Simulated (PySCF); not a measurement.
C3H10BeOSi (SMILES C[CH](C)[Be][O][SiH3]), singlet, geometry from GFN2-xTB (such geometries of metal compounds can be far from the true shape), with bond 16-13 at 1.8 times its length; CASCI(4,5)+NEVPT2/STO-3G run with PySCF.

PySCF was given this input:
```python
from pyscf import gto, scf, mcscf, mrpt
import numpy

mol = gto.M(
    atom='''
Be    0.05280548    0.14663314    0.24738075
C    -0.74280178   -0.30856129    1.73491536
C    -0.40636433   -1.74412887    2.17483384
C    -2.27419218   -0.18188582    1.65522002
H    -0.45000306    0.32373386    2.58337478
H    -0.91652990   -1.98726536    3.10925026
H    -0.72094313   -2.46772090    1.42607716
H     0.66285000   -1.86502379    2.33241868
H    -2.57154529    0.84058940    1.43433684
H    -2.73168640   -0.47077164    2.60378648
H    -2.68138880   -0.82666408    0.87956229
O     0.67857704    0.49198690   -0.95746147
Si    1.39728131    0.88438057   -2.35346809
H     0.47748751    0.49187429   -3.42173896
H     2.65285246    0.13446517   -2.40167112
H     1.79327832    3.48736514   -2.28690665
''',
    basis='sto-3g',
    verbose=4,
)

mf = scf.RHF(mol)
mf.kernel()
mc = mcscf.CASCI(mf, 5, 4)
mc.fix_spin_(ss=0.0)
mc.kernel()
occ = numpy.linalg.eigvalsh(mc.fcisolver.make_rdm1(mc.ci, mc.ncas, mc.nelecas))[::-1]
ss = mc.fcisolver.spin_square(mc.ci, mc.ncas, mc.nelecas)[0]
print('natural occupations', occ.round(4), ' <S^2>', round(ss, 4))
e2 = mrpt.NEVPT(mc).kernel()
print('E(NEVPT2) = %.10f' % (mc.e_tot + e2))
```

What does PySCF print? Leave out banner, timings and long lists.


```
PySCF version 2.14.0

[INPUT] verbose = 4
[INPUT] num. atoms = 16
[INPUT] num. electrons = 54
[INPUT] charge = 0
[INPUT] spin (= nelec alpha-beta = 2S) = 0
[INPUT] symmetry False subgroup None
[INPUT] Mole.unit = angstrom
[INPUT] Symbol           X                Y                Z      unit          X                Y                Z       unit  Magmom
[INPUT]  1 Be     0.052805480000   0.146633140000   0.247380750000 AA    0.099787895076   0.277096475385   0.467481865989 Bohr   0.0
[INPUT]  2 C     -0.742801780000  -0.308561290000   1.734915360000 AA   -1.403691929039  -0.583096330742   3.278514879701 Bohr   0.0
[INPUT]  3 C     -0.406364330000  -1.744128870000   2.174833840000 AA   -0.767917290492  -3.295925890247   4.109840324036 Bohr   0.0
[INPUT]  4 C     -2.274192180000  -0.181885820000   1.655220020000 AA   -4.297600374828  -0.343714385742   3.127912513697 Bohr   0.0
[INPUT]  5 H     -0.450003060000   0.323733860000   2.583374780000 AA   -0.850382538616   0.611768332648   4.881870811309 Bohr   0.0
[INPUT]  6 H     -0.916529900000  -1.987265360000   3.109250260000 AA   -1.731990495975  -3.755387267235   5.875631444133 Bohr   0.0
[INPUT]  7 H     -0.720943130000  -2.467720900000   1.426077160000 AA   -1.362385067087  -4.663316652865   2.694895264898 Bohr   0.0
[INPUT]  8 H      0.662850000000  -1.865023790000   2.332418680000 AA    1.252604961668  -3.524384178898   4.407632513020 Bohr   0.0
[INPUT]  9 H     -2.571545290000   0.840589400000   1.434336840000 AA   -4.859516315015   1.588483749212   2.710503797974 Bohr   0.0
[INPUT] 10 H     -2.731686400000  -0.470771640000   2.603786480000 AA   -5.162139154199  -0.889629466812   4.920443334045 Bohr   0.0
[INPUT] 11 H     -2.681388800000  -0.826664080000   0.879562290000 AA   -5.067090465476  -1.562168708216   1.662131837595 Bohr   0.0
[INPUT] 12 O      0.678577040000   0.491986900000  -0.957461470000 AA    1.282324760018   0.929720497874  -1.809339953123 Bohr   0.0
[INPUT] 13 Si     1.397281310000   0.884380570000  -2.353468090000 AA    2.640478994873   1.671237067187  -4.447410133003 Bohr   0.0
[INPUT] 14 H      0.477487510000   0.491874290000  -3.421738960000 AA    0.902320621801   0.929507695815  -6.466149504154 Bohr   0.0
[INPUT] 15 H      2.652852460000   0.134465170000  -2.401671120000 AA    5.013164598279   0.254102344593  -4.538500658077 Bohr   0.0
[INPUT] 16 H      1.793278320000   3.487365140000  -2.286906650000 AA    3.388804889920   6.590165010955  -4.321627240947 Bohr   0.0

nuclear repulsion = 243.828584248429
number of shells = 30
number of NR pGTOs = 132
number of NR cGTOs = 44
basis = sto-3g
ecp = {}

******** <class 'pyscf.scf.hf.RHF'> ********
method = RHF
initial guess = minao
damping factor = 0
level_shift factor = 0
DIIS = <class 'pyscf.scf.diis.CDIIS'>
diis_start_cycle = 1
diis_space = 8
diis_damp = 0
SCF conv_tol = 1e-09
SCF conv_tol_grad = None
SCF max_cycles = 50
direct_scf = True
direct_scf_tol = 1e-13
Set gradient conv threshold to 3.16228e-05
Initial guess from minao.
init E= -492.13512411808
  HOMO = -0.198800159254759  LUMO = -0.00332873811937162  gap/eV = 5.31905
cycle= 1 E= -491.668260261106  delta_E= 0.467  |g|= 0.555  |ddm|= 4.58
  HOMO = -0.147082088348563  LUMO = 0.165229193556102  gap/eV = 8.49842
cycle= 2 E= -491.78049690503  delta_E= -0.112  |g|= 0.311  |ddm|= 1.27
  HOMO = -0.200838393026816  LUMO = 0.144971704181055  gap/eV = 9.40997
cycle= 3 E= -491.809115563942  delta_E= -0.0286  |g|= 0.0505  |ddm|= 0.388
  HOMO = -0.218553780953471  LUMO = 0.139816622463812  gap/eV = 9.75176
cycle= 4 E= -491.810533445428  delta_E= -0.00142  |g|= 0.0184  |ddm|= 0.142
  HOMO = -0.215868864876052  LUMO = 0.139333877202099  gap/eV = 9.66556
cycle= 5 E= -491.810745153948  delta_E= -0.000212  |g|= 0.00355  |ddm|= 0.0441
  HOMO = -0.215751107610466  LUMO = 0.138963307997336  gap/eV = 9.65227
cycle= 6 E= -491.81075568207  delta_E= -1.05e-05  |g|= 0.000573  |ddm|= 0.0113
  HOMO = -0.216145414545311  LUMO = 0.138825196657969  gap/eV = 9.65924
cycle= 7 E= -491.810755931307  delta_E= -2.49e-07  |g|= 7.43e-05  |ddm|= 0.00176
  HOMO = -0.216158433889263  LUMO = 0.138799983485725  gap/eV = 9.65891
cycle= 8 E= -491.810755935094  delta_E= -3.79e-09  |g|= 1.83e-05  |ddm|= 0.000202
  HOMO = -0.216159822736894  LUMO = 0.138798591637922  gap/eV = 9.65891
cycle= 9 E= -491.810755935294  delta_E= -2e-10  |g|= 4.75e-06  |ddm|= 4.17e-05
  HOMO = -0.216159232325436  LUMO = 0.138799151605112  gap/eV = 9.65891
Extra cycle  E= -491.81075593531  delta_E= -1.65e-11  |g|= 1.98e-06  |ddm|= 9.72e-06
converged SCF energy = -491.81075593531

******** <class 'pyscf.mcscf.casci.CASCI'> ********
CAS (2e+2e, 5o), ncore = 25, nvir = 14
natorb = False
canonicalization = True
sorting_mo_energy = False
******** <class 'pyscf.fci.addons.SpinPenaltyFCISolver'> ********
max. cycles = 200
conv_tol = 1e-08
davidson only = True
linear dependence = 1e-12
level shift = 0.001
max iter space = 12
nroots = 1
pspace_size = 400
spin = None
Density matrix diagonal elements [1.99788668e+00 1.59776077e+00 3.98933623e-01 1.04984958e-03
 4.36908470e-03]
CASCI converged
CASCI E = -491.901567897254  E(CI) = -2.46205210639101  S^2 = 0.0000000
natural occupations [1.9979e+00 1.6003e+00 3.9970e-01 1.1000e-03 1.0000e-03]  <S^2> 0.0

******** <class 'pyscf.mrpt.nevpt2.NEVPT'> ********
NEVPT2 (2e+2e, 5o), ncore = 25, nvir = 14
root = 0
Natural occ [1.99789745e+00 1.60027927e+00 3.99695372e-01 1.07974721e-03
 1.04815747e-03]
Natural orbital (expansion on meta-Lowdin AOs) in CAS space
               #1        #2        #3        #4        #5
0 Be 1s          0.00661  -0.00072   0.00083  -0.00035  -0.00021
0 Be 2s         -0.40941   0.03073  -0.05134   0.04668   0.03054
0 Be 2px         0.08456   0.00557  -0.00721  -0.17127   0.81331
0 Be 2py         0.04546  -0.10538   0.08147   0.89484   0.07349
0 Be 2pz        -0.16752  -0.04920   0.04518   0.16873   0.44779
1 C 1s          -0.00067   0.00004  -0.00013   0.00028   0.00021
1 C 2s          -0.16120  -0.00778   0.01480  -0.02369  -0.01809
1 C 2px         -0.31693  -0.00507   0.00939  -0.03576   0.09538
1 C 2py         -0.17785   0.00141   0.00685   0.10383  -0.00171
1 C 2pz          0.60537   0.01264  -0.01764   0.03004   0.05940
2 C 1s          -0.00085   0.00013  -0.00009  -0.00167   0.00040
2 C 2s           0.04575  -0.00863   0.00600   0.10634  -0.02562
2 C 2px          0.06043   0.00284  -0.00122  -0.04786  -0.02350
2 C 2py          0.11653  -0.01292   0.00421   0.09485  -0.03432
2 C 2pz         -0.17818   0.00582  -0.00328  -0.01342  -0.01464
3 C 1s          -0.00085  -0.00000  -0.00000   0.00040  -0.00166
3 C 2s           0.04563  -0.00044   0.00072  -0.02604   0.10629
3 C 2px          0.15748   0.00094  -0.00178  -0.02399   0.09844
3 C 2py          0.03515   0.00213  -0.00207  -0.03324  -0.02814
3 C 2pz         -0.15143   0.00007  -0.00173  -0.01456   0.02646
4 H 1s           0.14827   0.01575  -0.00836  -0.08718  -0.08758
5 H 1s          -0.23705   0.00630  -0.00214  -0.07939   0.01909
6 H 1s           0.07599   0.00424  -0.00269  -0.01988  -0.01485
7 H 1s           0.05940   0.00021  -0.00070  -0.00229   0.02115
8 H 1s           0.05936  -0.00307   0.00096   0.02153  -0.00289
9 H 1s          -0.23727  -0.00211   0.00240   0.01829  -0.07812
10 H 1s          0.07642   0.00371  -0.00241  -0.01423  -0.02057
11 O 1s         -0.00031   0.00050  -0.00085   0.00035   0.00019
11 O 2s          0.08155  -0.02376   0.04361  -0.01987  -0.01235
11 O 2px        -0.03181  -0.03961   0.03356   0.04066  -0.19767
11 O 2py        -0.00849  -0.29322   0.16267  -0.23496  -0.02128
11 O 2pz         0.08346  -0.01808  -0.01498  -0.04407  -0.11047
12 Si 1s        -0.00002   0.00025  -0.00057   0.00018   0.00005
12 Si 2s         0.00021   0.00150   0.00055  -0.00095  -0.00023
12 Si 3s         0.00845   0.22797  -0.36019   0.08633   0.02255
12 Si 2px       -0.00025  -0.00093   0.00200  -0.00129   0.00343
12 Si 2py       -0.00014  -0.00355   0.00883   0.00185  -0.00011
12 Si 2pz        0.00047   0.00074  -0.00116   0.00119   0.00190
12 Si 3px        0.00454   0.07198  -0.09723   0.03861  -0.09367
12 Si 3py       -0.00026   0.50960  -0.56385  -0.02706   0.00758
12 Si 3pz       -0.01253   0.02503   0.00967  -0.03213  -0.04895
13 H 1s          0.01492  -0.16120   0.15377  -0.06501  -0.10413
14 H 1s          0.00976  -0.16118   0.15386  -0.10464   0.06257
15 H 1s          0.00145   0.72577   0.67340   0.00279   0.00073
<CAS-nat-orb|mo-hf>  26     26       0.99999064
<CAS-nat-orb|mo-hf>  27     27       0.99894148
<CAS-nat-orb|mo-hf>  28     28       0.99492412
<CAS-nat-orb|mo-hf>  29     30       0.97093426
<CAS-nat-orb|mo-hf>  30     29       0.97488066
Sr    (-1)',   E = -0.00109135034443
Si    (+1)',   E = -0.00844468032885
Sijrs (0)  ,   E = -0.17477335197475
Sijr  (+1) ,   E = -0.03990472766228
Srsi  (-1) ,   E = -0.02642664880499
Srs   (-2) ,   E = -0.00455029495532
Sij   (+2) ,   E = -0.01191102686913
Sir   (0)' ,   E = -0.00714368018282
Nevpt2 Energy = -0.274245761122567
E(NEVPT2) = -492.1758136584
```
